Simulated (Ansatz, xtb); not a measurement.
## C4H3BF2: which of two isomers lies lower

We compare a, `FB1C=CC=C1F`, a singlet, with b, `FB1C=CC(F)=C1`, a singlet. Both are isolated molecules in the gas phase, relaxed with r2SCAN-D4/def2-SVP.

a (Å):

```xyz
10

C    -0.9693    0.9093    0.8247
C     0.3356    0.9259    0.4582
C     0.7019   -0.0626   -0.6173
C    -0.3964   -0.7525   -0.9710
B    -1.6081   -0.1995   -0.0739
F    -2.8554   -0.6240   -0.1240
F    -0.4549   -1.7111   -1.8928
H    -1.3927    1.5628    1.5889
H     1.1031    1.5860    0.8797
H     1.7109   -0.1739   -1.0223
```

b (Å):

```yaml
atoms:
  - { symbol: C, position_ang: [-0.8119, 0.9378, 0.8764] }
  - { symbol: C, position_ang: [0.2463, 0.1084, 0.9305] }
  - { symbol: C, position_ang: [0.3984, -0.6287, -0.3725] }
  - { symbol: C, position_ang: [-0.5157, -0.3361, -1.3179] }
  - { symbol: B, position_ang: [-1.4056, 0.7241, -0.5943] }
  - { symbol: F, position_ang: [-2.4633, 1.3449, -1.0914] }
  - { symbol: F, position_ang: [1.4043, -1.4870, -0.4694] }
  - { symbol: H, position_ang: [-1.1287, 1.5821, 1.6996] }
  - { symbol: H, position_ang: [0.9413, -0.0621, 1.7595] }
  - { symbol: H, position_ang: [-0.5425, -0.7827, -2.3114] }
```

Energies in hartree; the thermal terms are from GFN2-xTB frequencies at re-optimised GFN2-xTB minima (ideal gas, soft modes damped towards free rotors, one conformer each, 298.15 K, 1 atm) and include the zero-point energy:

```
                              a           b
E, CCSD(T)/def2-SVP  −377.513051  −377.524016
    E, MP2/def2-SVP  −377.441621  −377.453722
  E, MP2/def2-TZVPP  −378.136830  −378.149784
  zero-point energy     0.061647     0.061806
       H(298 K) − E     0.068744     0.068806
       G(298 K) − E     0.031469     0.031705
```

**Question.** Correct the CCSD(T) difference for the basis set by the MP2 change, then work out ΔE, ΔE₀, ΔH and ΔG for a → b in kcal/mol (1 Eh = 627.51 kcal/mol) and the equilibrium ratio [b]/[a].

**Answer.** 1. Differences b − a: CCSD(T) −0.010965, MP2 in the small set −0.012101, MP2 in the large set −0.012954 Eh.
2. ΔE = −0.010965 + (−0.012954 − (−0.012101)) = −0.011818 Eh = −7.42 kcal/mol.
3. ΔE₀ = ΔE + ΔZPE = −0.011818 + (+0.000159) Eh = −7.32 kcal/mol.
4. ΔH = ΔE + (+0.000062) Eh = −7.38 kcal/mol.
5. ΔG = ΔE + (+0.000236) Eh = −7.27 kcal/mol, so ΔS = (ΔH − ΔG)/T = −1.5 J/(mol K).
6. kT = 0.9442 mEh, so K = [b]/[a] = exp(−ΔG/kT) = exp(+12.27) ≈ 2.1 × 10^5.

Structure b is favoured at this temperature. An error of 1 kcal/mol in ΔG would change K by a factor of 5.4. Mirror images and further conformers aren't counted.

As drawn, both hold the same kinds of bond in the same numbers.

Other levels gave ΔE = −3.4 (GFN2-xTB); −4.5 (HF/STO-3G, GFN2-xTB geometries); −7.9 (r2SCAN-D4/def2-SVP//GFN2-xTB); −7.9 (r2SCAN-D4/def2-SVP); −7.4 (HF/def2-SVP); −7.6 (MP2/def2-SVP); −6.9 (CCSD(T)/def2-SVP) kcal/mol. The correlated steps freeze 7 core orbitals. Programs: Ansatz 0.2.0, xtb 6.7.1.
